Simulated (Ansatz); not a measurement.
Pt₄Au⁺. The state is a singlet with charge 1. Geometry r2SCAN-D4/def2-SVP; atoms count from 1.

Cartesian coordinates in Å:
```
Pt -1.7120 -0.5135 -0.0955
Pt 0.5027 0.2625 -1.6977
Pt 0.5166 0.2135 0.8175
Pt -1.1029 1.8192 -0.6435
Au 1.7956 -1.7817 1.6193
```

In the def2 sets Au, Pt take a core potential; there is no spin–orbit coupling. The restricted singlet is unstable towards broken spin symmetry at other levels; at PBE0-D4/def2-TZVP this wasn't settled. The structure comes from a short search, and lower isomers may exist.

Question: Estimate the Mulliken populations from the PBE0/def2-TZVP orbitals of Ansatz.

Answer: 
```
atom  charge (e)  d electrons
 Pt1        0.26         8.96
 Pt2        0.26         8.96
 Pt3       -0.34         8.84
 Pt4        0.41         8.87
 Au5        0.41         9.80
```
Mulliken values depend strongly on the basis.

Question: And the Mayer bond orders between heavy atoms (over 0.3)?

Answer: Pt1–Pt2 0.35 (2.84 Å); Pt1–Pt3 0.94 (2.52 Å); Pt1–Pt4 0.93 (2.47 Å); Pt2–Pt3 0.94 (2.52 Å); Pt2–Pt4 0.93 (2.47 Å); Pt3–Pt4 0.51 (2.71 Å); Pt3–Au5 0.93 (2.50 Å).
